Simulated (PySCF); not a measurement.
Estimate the missing entries of this data sheet.

C4H11NO2Si.
SMILES: `C/N=C/[SiH](OC)OC`

Conformer (atom-mapped SMILES and torsion angles): `[CH3:1]/[N:2]=[CH:3]/[SiH:4]([O:5][CH3:6])[O:7][CH3:8]`: N2–C3–Si4–O5 57°, C3–Si4–O5–C6 -70°, C3–Si4–O7–C8 -179°.

```csv
property,level,value
point group,PBE0-D3(BJ)/def2-SVP,C1
"rotational constants A, B, C",PBE0-D3(BJ)/def2-SVP,"2.476, 1.015, 0.755 GHz"
dipole moment,wB97X-D/def2-SVPD,?
HOMO energy,wB97X-D/def2-SVPD,?
LUMO energy,wB97X-D/def2-SVPD,0.87 eV
lowest singlet excitation,TDDFT wB97X-D/def2-SVPD,"4.36 eV (284 nm, f = 0.002)"
strongest line among the 10 lowest singlet transitions,TDDFT wB97X-D/def2-SVPD,"S3 at 7.01 eV (177 nm, f = 0.129)"
lowest triplet excitation (Tamm–Dancoff),TDA wB97X-D/def2-SVPD,3.61 eV
static isotropic polarisability,wB97X-D/def2-SVPD,91.2 au
vertical ionisation energy,ΔSCF wB97X-D/def2-SVPD,?
electronic spatial extent ⟨r²⟩ about the centre of nuclear charge,wB97X-D/def2-SVPD,1570 bohr²
13C chemical shifts (computed TMS as zero) by class,GIAO CAM-B3LYP/pcSseg-1,"187.7 (1 C), 57.0 (1 C), 52.1 (2 C) ppm"
1H chemical shifts (computed TMS as zero) by class,GIAO CAM-B3LYP/pcSseg-1,"8.23 (1 H), 4.46 (1 H), 3.70 (6 H), 3.56 (3 H) ppm"
"isotropic shieldings of nuclei other than C and H, by class",GIAO CAM-B3LYP/pcSseg-1,?
core binding energies,"ΔSCF SCAN, pcX-2 on the ionised atom, pcseg-1 elsewhere, spin-free X2C, 2p3/2 from a spin–orbit splitting computed afterwards within the 2p shell",?
```

Electronic properties: PySCF, gas phase, density fitting. Isolated species at its PBE0-D3(BJ)/def2-SVP geometry (one conformer only). NMR classes are plain means over equivalent atoms (diastereotopic ones count apart unless rotation or inversion swaps them), as if these changed places fast; in this geometry the members of some classes differ.

(1) What are the core binding energies?

(2) What are the isotropic shieldings of nuclei other than C and H, by class?

(3) What is the HOMO energy?

(4) What is the vertical ionisation energy?

(5) The dipole moment?

Results:

(1) Si2p3/2 107.2, C1s 291.0, C1s 291.4, C1s 292.1 (×2), N1s 404.8, O1s 537.7 (×2), Si1s 1847.3 eV.

(2) -189 (1 N), 309 (2 O), 387 (1 Si) ppm.

(3) -8.99 eV.

(4) 9.17 eV.

(5) 0.60 D.

The dipole matches unit charges of opposite sign 0.12 Å apart (1 e·Å = 4.8032 D). With B = h/(8π²I), that is 505.379 GHz u Å² over I, the principal moments of inertia are 204.1, 498.0 and 669.5 u Å² (most abundant isotopes). A dipole of 0.60 D is allowed in C1, and pure rotational transitions are dipole-allowed. The ΔSCF ionisation energy exceeds −ε(HOMO) by 0.18 eV with wB97X-D. The 10 singlets span 4.36 to 8.13 eV, and their oscillator strengths add up to 0.50. No computed singlet falls in the visible range (750 to 380 nm, 1.65 to 3.26 eV); S1 lies 1.10 eV above its blue end.

For the NMR shielding job (CAM-B3LYP/pcSseg-1), time: 44 s of wall time; peak memory 1.3 GiB. Hardware: an Arm Neoverse V2 with one thread, shared host with 96 logical CPUs at a one-minute load of 80.
